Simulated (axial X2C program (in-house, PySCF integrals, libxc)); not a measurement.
## What spin–orbit coupling does to LiSn

Calculated with an in-house relativistic program for diatomic molecules. Spin-free means the one-electron spin-free X2C Hamiltonian; two-component (2c) means X2C with spin–orbit coupling and atomic mean-field two-electron Coulomb and Gaunt terms, so the difference of the two also holds small scalar two-electron terms. Basis: Sn dyall-cv3z [11s12p9d4f1g], Li dyall-cv3z [7s8p2d] (cores contracted in-house); Gaussian nuclei, density fitting, unrestricted open shells. Masses: Sn 119.902 u, Li 7.016 u.

Spin-free state: M_S = 3/2, Λ = 0 (beyond evenly filled blocks: σα, π+α, π-α); fragments Sn + Li.

```csv
level,Re (Å),ωe (cm⁻¹),De (eV),μ (D)
PBE0,2.582,365.3,1.511,5.67
HF,2.622,359.0,1.069,6.51
MP2,2.598,365.4,1.527,n/a
CCSD,2.601,365.6,1.501,n/a
CCSD(T),2.602,365.2,1.521,n/a
TPSS,2.591,359.4,1.544,5.49
```

Correlated methods: 15 electrons correlated (number of frozen shells: Sn 4 s, 3 p, 1 d; Li 1 s), 233 virtual spin orbitals or spinors in MP2, 90 natural virtuals in coupled cluster.

Dipoles are positive if Li is the positive end.

Two-component determinant lowest at the distance of the search:

Ω = 3/2 (⟨Sz⟩ = 1.47, ⟨Lz⟩ = 0.03 at HF); fragments Sn + Li.

```json
{"level": "PBE0", "Re (Å)": "2.585", "ωe (cm⁻¹)": "363.2", "μ (D)": "5.68"}
{"level": "HF", "Re (Å)": "2.626", "ωe (cm⁻¹)": "357.2", "μ (D)": "6.52"}
{"level": "MP2", "Re (Å)": "2.598", "ωe (cm⁻¹)": "365.7", "μ (D)": "n/a"}
{"level": "CCSD", "Re (Å)": "2.608", "ωe (cm⁻¹)": "361.4", "μ (D)": "n/a"}
{"level": "CCSD(T)", "Re (Å)": "2.607", "ωe (cm⁻¹)": "362.3", "μ (D)": "n/a"}
{"level": "TPSS", "Re (Å)": "2.593", "ωe (cm⁻¹)": "357.0", "μ (D)": "5.49"}
```

From the two tables, how do the constants change at the CCSD(T) level (2c against spin-free)?

At the CCSD(T) level Re increases by 0.005 Å and ωe falls by 2.9 cm⁻¹.

One determinant describes the state; a PBE0 search over occupations chose it and may have missed a lower one. De is counted from the lowest determinant-based energies of the atoms at the same level, without counterpoise correction. De is not given where an atomic determinant may have missed its ground term or J level, or where the truncated virtual space spoils (T). Density functionals use the spin component along the axis (collinear). CCSD and (T) use frozen natural virtuals with an MP2 correction for the truncation; (T) itself is uncorrected, so its De runs slightly low. PBE0 can misorder states that lie within some tenths of an eV, so this need not be the ground state of the molecule. The nearest other spin-free determinant of the search, M_S = 1/2, Λ = 1, lies 0.45 eV up at the distance of the search. Without a current term, density functionals place determinants with orbital angular momentum somewhat too high. With several unpaired electrons one determinant need not be a pure state. This is the top spin component of a Σ state; components of lower Ω are not single determinants and can lie lower.
